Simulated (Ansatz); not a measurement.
Ansatz (an electronic-structure program) input for C₃H₅ClOSi, SMILES C#CC[Si@H](Cl)O, PBE/def2-SVPD. Geometry optimised at B3LYP-D3(BJ)/def2-SVP. The structure was generated by enumeration; whether it is a known compound was not checked. One conformer was computed; it need not be the lowest.

Ansatz 0.2 input:
```yaml
crystal:
  periodic: [false, false, false]
  atoms:
    - {symbol: C, position_ang: [-2.78977238, 1.26364240, 0.55334633]}
    - {symbol: C, position_ang: [-2.00462445, 0.74409747, -0.20938236]}
    - {symbol: C, position_ang: [-1.02470848, 0.09286844, -1.06402208]}
    - {symbol: Si, position_ang: [0.32353153, -0.76512198, -0.05352142]}
    - {symbol: O, position_ang: [1.34310794, -1.63216072, -1.03202179]}
    - {symbol: Cl, position_ang: [1.38021359, 0.71538144, 0.95456409]}
    - {symbol: H, position_ang: [-3.49046441, 1.73094061, 1.21861135]}
    - {symbol: H, position_ang: [-0.54774082, 0.82052653, -1.74470821]}
    - {symbol: H, position_ang: [-1.50153198, -0.67535232, -1.69947584]}
    - {symbol: H, position_ang: [-0.24871543, -1.72107935, 0.91452961]}
    - {symbol: H, position_ang: [1.96514877, -1.15117654, -1.59072376]}
basis:
  gaussian:
    orbitals: def2-SVPD
hamiltonian:
  xc: {name: PBE}
```

Output:

```
WARN ansatz: RAYON_NUM_THREADS=2 ignored (pool sized by the plan → 2); use --threads N
Functional definition: PBE
integrals: 0.12 GiB planned
1516 factors; their error is unknown
mean field: 0.76 GiB planned
mean field evaluation 1: about -25602.2623 eV, gradient 7.7e1 eV
mean field evaluation 2: about -25566.9302 eV, gradient 1.5e2 eV
mean field evaluation 4: about -25615.1115 eV, gradient 1.0e1 eV
mean field evaluation 8: about -25615.3689 eV, gradient 7.7e-2 eV
mean field evaluation 16: about -25615.3103 eV, gradient 1.1e-4 eV
mean field -25615.31032003 eV, -941.3452915801 hartree, gradient 2.3e-5 eV, S^2 0.000000; 0 other end points of the search recorded, 0 dependent functions left out
reference -25615.31037574 eV, -941.3452936276 hartree; 31, 31 occupied and 143, 143 virtual orbitals, 1516 factors
Total energy: -25615.31037574 eV, -941.3452936276 hartree
```

The run converged.
